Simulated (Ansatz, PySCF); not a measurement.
Gas-phase reaction in SMILES: [Cl][Ge][Cl] → [Cl][Ge][Cl] as doublet, charge +1 + e-
Geometries: B3LYP-D3(BJ)/def2-TZVP minima from Ansatz (a first-principles code). A spin state is the lowest found, not a proven ground state.
Geometry of the first species:
```xyz
3

Ge    -0.0079     0.0041     0.7266
Cl     1.0991     1.2918    -0.6793
Cl    -1.0842    -1.2996    -0.6884
```

Property: adiabatic ionisation energy (0 K, with B3LYP-D3(BJ) harmonic zero-point energies from PySCF), in eV. Valence correlation only, unless marked. Open shells are spin-unrestricted. No spin-orbit coupling. The frozen core is the preceding noble-gas configuration, with the filled d and f shells of earlier blocks. Non-relativistic. CBS marks a two-point X^-3 extrapolation of the correlation energy; Hartree-Fock from the larger set. [CCSD(T)-MP2]/basis is that difference in the basis named.

```tsv
level	program	adiabatic ionisation energy (eV)
TPSS-D4/def2-TZVPD	PySCF + dftd4	…
r2SCAN-D4/def2-TZVPD	Ansatz + dftd4	…
PBE0-D3(BJ)/def2-TZVP	Ansatz + dftd3	9.93
PW6B95-D3(BJ)/def2-TZVPD	PySCF + dftd3	…
HSE06-D3(BJ)/def2-TZVPD	Ansatz + dftd3	9.93
RPA@PBE/def2-TZVPP	Ansatz	10.03
RI-MP2/CBS(def2-TZVPPD,def2-QZVPPD)+[CCSD(T)-MP2]/def2-TZVPPD	Ansatz	10.03
```

Question: Complete the blanks.

Answer: 
- TPSS-D4/def2-TZVPD, adiabatic ionisation energy (eV): 9.88
- r2SCAN-D4/def2-TZVPD, adiabatic ionisation energy (eV): 9.91
- PW6B95-D3(BJ)/def2-TZVPD, adiabatic ionisation energy (eV): 10.02
